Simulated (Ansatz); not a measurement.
Ansatz (a program for electronic structure) input (CCSD(T)/cc-pVTZ):

Ansatz 0.2 input:
```yaml
crystal:
  periodic: [false, false, false]
  atoms:
    - {symbol: Si, position_ang: [1.42832667, 0.70344533, 0.02684706]}
    - {symbol: C, position_ang: [0.22166098, -0.72621441, -0.12660386]}
    - {symbol: Si, position_ang: [-1.58733034, -0.26472415, 0.06857072]}
    - {symbol: H, position_ang: [2.82644347, 0.23993112, -0.14680923]}
    - {symbol: H, position_ang: [1.14071003, 1.72787827, -1.00555719]}
    - {symbol: H, position_ang: [1.30452034, 1.33513403, 1.36237493]}
    - {symbol: H, position_ang: [0.47419056, -1.47992848, 0.62534569]}
    - {symbol: H, position_ang: [0.35930005, -1.19753255, -1.10445823]}
    - {symbol: H, position_ang: [-1.97764760, 0.72081203, -0.96794587]}
    - {symbol: H, position_ang: [-1.81944235, 0.33975544, 1.40227642]}
    - {symbol: H, position_ang: [-2.45775284, -1.45812919, -0.06515268]}
basis:
  gaussian:
    orbitals: cc-pVTZ
magnetization: {spin_polarized: false}
correlation: {method: ccsd_t, electrons: outside_noble_gas}
```

Output:

```
Functional definition: HF
integrals: 0.94 GiB planned
1168 factors; integrals over basis functions are off by at most 1.1e-3 eV
mean field: 0.88 GiB planned
mean field evaluation 1: about -16880.3674 eV, gradient 2.6e1 eV
mean field evaluation 2: about -16880.5482 eV, gradient 2.6e1 eV
mean field evaluation 4: about -16882.8002 eV, gradient 3.3e0 eV
mean field evaluation 8: about -16882.8407 eV, gradient 3.5e-4 eV
mean field evaluation 16: about -16882.5589 eV, gradient 3.2e0 eV
mean field -16882.84072356 eV, -620.4329529905 hartree, gradient 1.1e-6 eV, S^2 0.000000; 0 other end points of the search recorded, 0 dependent functions left out
11 core orbitals not correlated
reference -16882.84072356 eV, -620.4329529905 hartree; 10, 10 occupied and 189, 189 virtual orbitals, 1168 factors
second order -12.00332777 eV of doubles, -0.00000000 eV of singles
coupled cluster: 2.64 GiB planned
cycle   1  -13.08079742 eV  change    -1.1e0 eV  update   8.1e-2
cycle   2  -13.52427797 eV  change   -4.4e-1 eV  update   2.6e-2
cycle   3  -13.55831598 eV  change   -3.4e-2 eV  update   7.7e-3
cycle   4  -13.55466368 eV  change    3.7e-3 eV  update   2.4e-3
cycle   5  -13.55406160 eV  change    6.0e-4 eV  update   6.4e-4
cycle   6  -13.55391444 eV  change    1.5e-4 eV  update   1.9e-4
cycle   7  -13.55392821 eV  change   -1.4e-5 eV  update   5.2e-5
cycle   8  -13.55394380 eV  change   -1.6e-5 eV  update   1.6e-5
perturbative correction -0.45871243 eV, -0.0168573707 hartree
Total energy: -16896.85337979 eV, -620.9479086088 hartree
```
